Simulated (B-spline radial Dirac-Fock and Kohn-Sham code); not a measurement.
## Satellites and hypersatellites of the K lines of Nd²⁺

System: the Nd²⁺ ion, 1s2 2s2 2p6 3s2 3p6 3d10 4s2 4p6 4d10 4f4 5s2 5p6.

The run's input, task.json:

```json
{"items": [{
  "Z": 60,
  "q": 2,
  "cfg": [[1, 0, 2], [2, 0, 2], [2, 1, 6], [3, 0, 2], [3, 1, 6], [3, 2, 10], [4, 0, 2], [4, 1, 6], [4, 2, 10], [4, 3, 4], [5, 0, 2], [5, 1, 6]],
  "A": 142,
  "rrms": 4.9123,
  "do": ["binding", "quiet", "double"]
}]}
```

Run with: `python xray_run.py task.json out`

These are calculated numbers from an atomic code on a B-spline grid; the model is relaxed Dirac-Fock hole states (ΔSCF) with Breit and QED corrections and a finite nucleus. Each two-hole energy is an average over J within one jj subconfiguration, not an observable level; in light atoms, where LS coupling holds, the j-resolved values are not observed lines, and for a K spectator the Kα1 hypersatellite is nearly forbidden. Correlation energy is missing from these numbers.

Lines without a spectator: Kα2 (K-L2) 36845.0 eV, Kα1 (K-L3) 37358.8 eV, Kβ3 (K-M2) 42162.9 eV, Kβ1 (K-M3) 42267.3 eV. Shifts in eV with one spectator hole (a dash: not computed, or left out as unreliable):

| spectator hole | Kα2 | Kα1 | Kβ3 | Kβ1 |
| --- | --- | --- | --- | --- |
| K (1s) | +729.1 | +763.7 | +936.7 | +944.4 |
| L2 (2p1/2) | +85.7 | +110.7 | – | +225.2 |
| L3 (2p3/2) | +76.0 | +78.8 | +188.0 | – |
| M2 (3p1/2) | – | +15.04 | +32.1 | +38.4 |
| M3 (3p3/2) | +9.88 | – | +30.6 | +30.3 |
| M4 (3d3/2) | +2.72 | -0.49 | – | – |
| M5 (3d5/2) | -1.43 | +1.32 | – | – |

With n spectator holes in 2p, averaged over the 2p shell (energies in eV):

| n | KαLⁿ | step | hypersatellite KαʰLⁿ |
| --- | --- | --- | --- |
| 0 | 37187.5 | – | 37939.7 |
| 1 | 37274.5 | +87.0 | 38028.3 |
| 2 | 37362.9 | +88.4 | 38118.4 |
| 3 | 37452.7 | +89.8 | 38209.9 |
| 4 | 37543.9 | +91.2 | 38302.7 |
| 5 | 37636.5 | +92.6 | 38397.0 |
